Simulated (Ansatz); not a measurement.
Relaxation of C₂H₇BClFSi (13 atoms, charge 0, multiplicity 1), to a largest force component of 0.015 eV/Å in at most 40 steps.

These are results of RKS PBE0/STO-3G in Ansatz 0.2.0, not measurements.

```xyz
13
Properties=species:S:1:pos:R:3:forces:R:3
C -0.990 -0.194 -1.050 -2.45 3.64 -1.79
C -0.342 0.231 0.243 3.77 0.48 -1.73
Si 0.780 -1.140 0.779 2.01 -2.20 -0.23
Cl -1.485 0.498 1.516 -2.92 0.53 2.65
B 0.512 1.567 0.039 2.90 1.29 -2.72
F 1.562 1.655 -0.934 -3.79 -0.45 3.51
H -0.272 -0.327 -1.868 0.09 -0.07 0.09
H -1.598 -1.058 -0.928 -0.72 -1.46 0.07
H -1.724 0.678 -1.343 1.53 -2.09 0.17
H 1.483 -0.808 2.013 -0.30 -0.06 -0.28
H 1.829 -1.381 -0.282 -1.11 0.34 1.01
H 0.024 -2.409 0.938 0.39 0.97 -0.04
H 0.223 2.559 0.691 0.59 -0.92 -0.70
```

Question: Where does it end, and by what steps?

Answer: The run converged. Limits of this set-up: minimal basis. After 27 steps the energy has fallen by 1.106 eV; F6 moved furthest, 1.58 Å.

```tsv
step	energy less start (eV)	largest force component (eV/Å)	accepted
0	0.0000	3.789	yes
1	-0.8950	1.916	yes
2	-0.9081	2.022	yes
3	-1.0144	1.190	yes
4	-1.0311	0.525	yes
5	-1.0579	0.131	yes
6	-1.0668	0.139	yes
7	-1.0748	0.086	yes
8	-1.0760	0.078	yes
9	-1.0703	0.917	no
10	-1.0771	0.159	yes
11	-1.0819	0.086	yes
12	-1.0800	0.621	no
13	-1.0838	0.057	yes
14	-1.0851	0.197	yes
15	-1.0792	0.530	no
16	-1.0871	0.147	yes
17	-1.0889	0.107	yes
18	-1.0914	0.222	yes
19	-1.0925	0.524	yes
20	-1.0961	0.120	yes
21	-1.0975	0.103	yes
22	-1.1003	0.498	yes
23	-1.0920	0.474	no
24	-1.1053	0.075	yes
25	-1.1060	0.035	yes
26	-1.1062	0.029	yes
27	-1.1063	0.011	yes
```

```xyz
13
Properties=species:S:1:pos:R:3
C -0.940 -0.235 -1.190
C -0.198 0.192 0.096
Si 0.809 -1.199 0.885
Cl -1.495 0.753 1.353
B 0.498 1.624 0.046
F 0.209 2.468 -0.911
H -0.201 -0.544 -1.944
H -1.616 -1.081 -1.007
H -1.525 0.596 -1.607
H 1.371 -0.750 2.135
H 1.871 -1.543 -0.032
H -0.035 -2.350 1.095
H 1.254 1.940 0.894
```

Whether the end is a true minimum wasn't checked by a vibrational analysis.

The run took 73 s on 1 thread of Intel(R) Xeon(R) 6975P-C (Granite Rapids) (shared host), peak memory 0.2 GiB.
